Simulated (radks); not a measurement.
Values are calculated unless marked as measured or tabulated.
The carbon ion C+, 5 electrons, occupied as [He] 2s2 2p1. Level of theory: non-relativistic Kohn-Sham, r2SCAN, spin-polarised, spherical densities, point nucleus; open shells are filled with parallel spins first; meta-GGA in the generalised Kohn-Sham scheme (a radial shooting solver on a logarithmic mesh with Libxc functionals). Some entries of the table are withheld. Estimate them.

| orbital | occ. | eigenvalue (eV) | <r^2> (bohr^2) | r(max) (bohr) |
|---|---|---|---|---|
| 1s up | 1 | -292.4726 | 0.09882 | 0.1742 |
| 1s down | 1 | -291.8010 | 0.09809 | 0.1741 |
| 2s up | 1 | -27.3890 | 2.506 | 1.169 |
| 2s down | 1 | -24.9268 | 2.628 | 1.188 |
| 2p up | 1 | (1) | 2.753 | 1.115 |
| 2p down | 0 | (2) | 2.959 | 1.155 |

Answer. 
(1) 2p up eigenvalue (eV): -17.7674
(2) 2p down eigenvalue (eV): -15.4607
